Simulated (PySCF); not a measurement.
Al(F)(Me)(vinyl) (C₃H₆AlF), SMILES C=[CH][Al]([CH3])[F].

Coordinates come from a B3LYP-D3(BJ)/def2-SVP optimisation. The structure was generated by enumeration; whether it is a known compound was not checked. The values are those of a single conformer.

Level of theory: PBE/def2-TZVP in PySCF.

Isolated molecule, no solvent.

Computed frontier levels, gap, dipole moment and polarisability:
| Item | Result |
|---|---|
| highest occupied level | -6.70 eV |
| lowest empty level | -2.08 eV |
| orbital gap | 4.62 eV |
| dipole moment | 2.02 D |
| quadrupole, principal values (traceless, Buckingham form, about the centre of nuclear charge) | -5.64, 2.56, 3.09 D·Å |
| mean static polarisability | 61.2 bohr³ (9.07 Å³) |
| polarisability, principal values | 45.4, 63.7, 74.7 bohr³ |
